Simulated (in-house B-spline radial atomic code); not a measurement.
The numbers below are computed, except where a source is named.
## What the choice of pseudopotential does to G0W0 on PBE0: Mo⁺

All numbers come from a B-spline radial code for spherical atoms, non-relativistic (model numbers for so heavy an element), configuration [Kr] 4d5, open shells at high spin. Semilocal Troullier-Martins pseudo-atoms, one channel per l, are made with PBE or LDA for several valence sets and radii, with or without a model core, and set against the all-electron atom. One channel fits only the lowest state of its l, so a second state of that l is approximate. All electrons give 4d up: PBE0 -12.981 eV, G0W0 -16.423 eV, 4p down: PBE0 -44.33 eV, G0W0 -48.08 eV. Potentials are made in the ion's own configuration unless the neutral atom is named, and a smooth local potential serves every l without a channel. Potentials that miss their own reference levels by more than 6 millihartree, or need radii over 3.5 bohr, are left out. Columns give pseudo minus all-electron, in eV; a dash marks a level in the core or of low weight.

| valence | made with | radii (bohr) | model core (bohr) | 4d up PBE0 | 4d up G0W0 | 4p down PBE0 | 4p down G0W0 |
| --- | --- | --- | --- | --- | --- | --- | --- |
| 4d | LDA | s 2.85 p 3.40 d 1.37 | none | +0.05 | +1.47 | - | - |
| 4p 4d | LDA, neutral atom | s 2.42 p 0.86 d 1.10 | none | -0.02 | +0.48 | +0.98 | +2.05 |
| 4p 4d | PBE | s 2.61 p 0.98 d 1.23 | none | +0.02 | +0.53 | +1.06 | +2.12 |
| 4p 4d | LDA | s 2.85 p 1.09 d 1.37 | none | -0.03 | +0.46 | +0.98 | +2.04 |
| 4p 4d | PBE, neutral atom | s 3.40 p 1.25 d 1.57 | none | +0.03 | +0.61 | +1.12 | +2.24 |
| 4p 4d | LDA, neutral atom | s 2.42 p 0.86 d 1.10 | 0.79 | +0.06 | +0.60 | +1.23 | +2.34 |
| 4p 4d | PBE | s 2.61 p 0.98 d 1.23 | 0.79 | +0.06 | +0.60 | +1.12 | +2.20 |
| 4p 4d | PBE, neutral atom | s 3.02 p 1.09 d 1.37 | 0.79 | +0.09 | +0.66 | +1.16 | +2.29 |
| 4p 4d | PBE, neutral atom | s 3.40 p 1.42 d 1.78 | 0.79 | +0.07 | +0.69 | +1.19 | +2.35 |
| 4s 4p 4d | PBE, neutral atom | s 0.92 p 0.98 d 1.23 | none | -0.06 | -0.14 | +0.07 | +0.09 |
| 4s 4p 4d | PBE, neutral atom | s 1.18 p 1.25 d 1.57 | none | -0.04 | -0.10 | +0.10 | +0.14 |
| 4s 4p 4d | LDA | s 1.31 p 1.42 d 1.78 | none | -0.02 | -0.07 | +0.05 | +0.10 |
| 4s 4p 4d | PBE, neutral atom | s 1.02 p 1.09 d 1.37 | 0.74 | -0.08 | -0.18 | +0.22 | +0.24 |
| 4s 4p 4d | PBE, neutral atom | s 1.33 p 1.42 d 1.78 | 0.74 | -0.13 | -0.20 | +0.21 | +0.24 |

Q: How does the G0W0 shift of 4d up, which all sets hold, depend on the valence set?

A: Mean size: 4s 4p 4d: 0.14 eV; 4p 4d: 0.58 eV; 4d: 1.47 eV. A semicore state feels strong exchange with the other subshells of its n, so the gain is largest when that whole shell is in the valence. The means mix radii and the functional used in making the potentials.
